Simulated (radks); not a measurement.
Results of a calculation; reference values are marked as such.
Problem. All-electron atom: Pr in [Xe] 4f3 6s2. Level of theory: scalar-relativistic Kohn-Sham, PBE, spin-unpolarised, spherical densities, finite nucleus; Fermi nuclear charge, rms radius 4.8919 fm; hard spherical wall at 10 bohr (a radial shooting solver on a logarithmic mesh with Libxc functionals). Some entries of the table are withheld. Estimate them.

| orbital | occ. | eigenvalue (eV) | r(max) (bohr) |
|---|---|---|---|
| 1s | 2 | -41812.00 | 0.01541 |
| 2s | 2 | (1) | 0.08725 |
| 2p | 6 | -6018.953 | 0.07028 |
| 3s | 2 | -1450.994 | 0.2491 |
| 3p | 6 | -1226.865 | 0.2439 |
| 3d | 10 | -912.1460 | 0.2005 |
| 4s | 2 | (2) | 0.5790 |
| 4p | 6 | -214.9865 | 0.6044 |
| 4d | 10 | -110.2556 | (3) |
| 5s | 2 | -38.7712 | 1.353 |
| 5p | 6 | -21.2265 | 1.534 |
| 6s | 2 | -3.2625 | 3.858 |
| 5d | 0 | -1.8060 | 2.272 |
| 4f | 3 | -1.0039 | 0.6920 |
| 6p | 0 | (4) | 4.879 |
| 7s | 0 | 2.9807 | 7.247 |

Solution. 
(1) 2s eigenvalue (eV): -6726.471
(2) 4s eigenvalue (eV): -288.2086
(3) 4d r(max) (bohr): 0.6356
(4) 6p eigenvalue (eV): -0.7870
